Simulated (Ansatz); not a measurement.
C5H8O3Zr, SMILES `[OH][Zr]1234([OH])([OH])[C@H]5[C@@H]1[C@@H]2[C@@H]3[C@H]54`. Total charge 0; spin multiplicity 1. Zr takes the def2 core potential. The geometry is a stationary point of PBE0-D4/def2-TZVP. It is one conformer, not always the lowest.

```xyz
17

O    -2.197    0.172   -1.286
Zr   -0.358   -0.355   -0.932
O     0.677    0.308   -2.439
O    -0.333   -2.291   -1.098
C    -0.422    1.264    1.025
C    -0.593   -0.028    1.571
C     0.610   -0.740    1.385
C     1.517    0.102    0.712
C     0.879    1.345    0.495
H    -2.988    0.630   -1.019
H     1.396    0.835   -2.774
H    -0.154   -3.160   -0.753
H    -1.167    2.045    0.998
H    -1.491   -0.406    2.038
H     0.794   -1.761    1.682
H     2.520   -0.159    0.405
H     1.307    2.198   -0.009
```

(1) What is the dipole moment at r2SCAN/def2-TZVPP? (An estimate is asked.)

(2) And with PBE, B3LYP, ωB97M-V? (Estimate.)

(3) Give the Mulliken charges with r2SCAN, ωB97M-V, B3LYP in def2-TZVPP. (Best estimate.)

## Answers

(1) The calculation gave: 2.25 D, with components (0.76, 0.73, 1.98) D in this frame, pointing from negative to positive charge.

(2) Computed: PBE 2.14 D, B3LYP 2.37 D, ωB97M-V 2.43 D.

(3) Ansatz gave: 
```json
{"atom": "O1", "r2SCAN": "-0.52", "ωB97M-V": "-0.47", "B3LYP": "-0.50"}
{"atom": "Zr2", "r2SCAN": "1.21", "ωB97M-V": "1.11", "B3LYP": "1.20"}
{"atom": "O3", "r2SCAN": "-0.52", "ωB97M-V": "-0.47", "B3LYP": "-0.50"}
{"atom": "O4", "r2SCAN": "-0.52", "ωB97M-V": "-0.47", "B3LYP": "-0.50"}
{"atom": "C5", "r2SCAN": "-0.14", "ωB97M-V": "-0.16", "B3LYP": "-0.17"}
{"atom": "C6", "r2SCAN": "-0.14", "ωB97M-V": "-0.15", "B3LYP": "-0.17"}
{"atom": "C7", "r2SCAN": "-0.14", "ωB97M-V": "-0.16", "B3LYP": "-0.16"}
{"atom": "C8", "r2SCAN": "-0.14", "ωB97M-V": "-0.15", "B3LYP": "-0.17"}
{"atom": "C9", "r2SCAN": "-0.14", "ωB97M-V": "-0.16", "B3LYP": "-0.17"}
{"atom": "H10", "r2SCAN": "0.18", "ωB97M-V": "0.15", "B3LYP": "0.16"}
{"atom": "H11", "r2SCAN": "0.18", "ωB97M-V": "0.15", "B3LYP": "0.16"}
{"atom": "H12", "r2SCAN": "0.18", "ωB97M-V": "0.15", "B3LYP": "0.16"}
{"atom": "H13", "r2SCAN": "0.10", "ωB97M-V": "0.13", "B3LYP": "0.13"}
{"atom": "H14", "r2SCAN": "0.12", "ωB97M-V": "0.14", "B3LYP": "0.14"}
{"atom": "H15", "r2SCAN": "0.10", "ωB97M-V": "0.13", "B3LYP": "0.12"}
{"atom": "H16", "r2SCAN": "0.12", "ωB97M-V": "0.14", "B3LYP": "0.14"}
{"atom": "H17", "r2SCAN": "0.10", "ωB97M-V": "0.13", "B3LYP": "0.13"}
```

B3LYP here is the variant with VWN-RPA as its local correlation; programs differ in this.
